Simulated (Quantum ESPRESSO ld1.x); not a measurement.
Sm, 62 electrons, occupied as [Xe] 4f6 6s2.

All-electron calculation, scalar-relativistic Kohn-Sham, LDA (Slater exchange, Perdew-Zunger correlation), spin-unpolarised, spherical densities, point nucleus. Program: ld1.x of Quantum ESPRESSO 7.5.

Energy parts (hartree):
total: -10420.000
kinetic: 11136.436
electron-nucleus: -25374.364
Hartree: 4045.943
exchange-correlation: -228.014

Orbitals (lengths in bohr, moments of r in powers of bohr; <r^-3> diverges for s and p1/2):
| orbital | occ. | eigenvalue (hartree) | <r^-3> | <r> |
|---|---|---|---|---|
| 1s | 2 | -1713.80 | - | 0.02276 |
| 2s | 2 | -280.092 | - | 0.09707 |
| 2p | 6 | -249.963 | 10160 | 0.08550 |
| 3s | 2 | -61.3473 | - | 0.2552 |
| 3p | 6 | -51.9287 | 2099 | 0.2535 |
| 3d | 10 | -39.1488 | 285.3 | 0.2311 |
| 4s | 2 | -12.1714 | - | 0.5794 |
| 4p | 6 | -9.07422 | 464.7 | 0.6136 |
| 4d | 10 | -4.72866 | 52.28 | 0.6710 |
| 4f | 6 | -0.09792 | 6.152 | 1.018 |
| 5s | 2 | -1.59440 | - | 1.409 |
| 5p | 6 | -0.85694 | 61.34 | 1.663 |
| 6s | 2 | -0.13693 | - | 4.259 |

The highest occupied level is 4f at -2.665 eV. The density falls to 0.001 e/bohr^3 at r = 5.26 bohr. Summed over all electrons, <r^2> = 83.30 bohr^2, which gives a Langevin (diamagnetic) susceptibility term of -66 x 10^-6 cm^3/mol.
